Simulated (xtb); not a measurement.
B(F)(OH)(OEt) (C₂H₆BFO₂), SMILES CCOB(O)F. All values are semi-empirical tight-binding results from xtb (GFN2-xTB unless named), good for trends rather than for accurate numbers. Geometry optimised at GFN2-xTB. One conformer was computed; it need not be the lowest.

Optimised geometry:

Bonds (Å): B1–F2 1.345, B1–O3 1.349, B1–O5 1.332, O3–H4 0.957, O5–C6 1.420, C6–C7 1.523, C6–H8 1.094, C6–H9 1.095, C7–H10 1.087, C7–H11 1.086, C7–H12 1.087. Bond angles (°): F2–B1–O3 118.7, F2–B1–O5 116.0, O3–B1–O5 125.3, B1–O3–H4 114.9, B1–O5–C6 123.3, O5–C6–C7 111.2, O5–C6–H8 105.7, O5–C6–H9 109.7, C7–C6–H8 110.6, C7–C6–H9 110.1, H8–C6–H9 109.5, C6–C7–H10 110.0, C6–C7–H11 109.8, C6–C7–H12 109.9, H10–C7–H11 109.2, H10–C7–H12 108.8, H11–C7–H12 109.2.
Charge 0, spin multiplicity 1.

```yaml
orbital_gap: 7.96 eV
dipole_moment: 2.38 D
zero_point_energy: 56.4 kcal/mol
G − E(el) at 298.15 K (modified RRHO): 36.9 kcal/mol
static polarisability (D4 model): 51.6 bohr³
solvation energy, GFN2-xTB/ALPB(water): -7.1 kcal/mol
solvation energy, GFN2-xTB/ALPB(chcl3): -5.4 kcal/mol
```

Computed IR lines (harmonic; lines under 4 % of the strongest left out, lines within 3 cm⁻¹ merged):
ν (cm⁻¹): 420 (w), 517 (w), 578 (s), 928 (m), 963 (w), 1243 (vs), 1323 (m), 1387 (s), 1398 (m), 2928 (w), 2944 (w), 3047 (w), 3051 (w), 3642 (w) (against the strongest line: vs over 80 %, s over 45 %, m over 15 %, w over 4 %, vw less)

Computed atomic charges and the Wiberg bond orders between heavy atoms:
charges (e) B1 0.59, F2 -0.32, O3 -0.48, H4 0.32, O5 -0.33, C6 0.08, C7 -0.12, H8 0.06, H9 0.05, H10 0.06, H11 0.05, H12 0.05. Bond orders B1–F2 0.96, B1–O3 1.15, B1–O5 1.20, O5–C6 0.95, C6–C7 1.01.
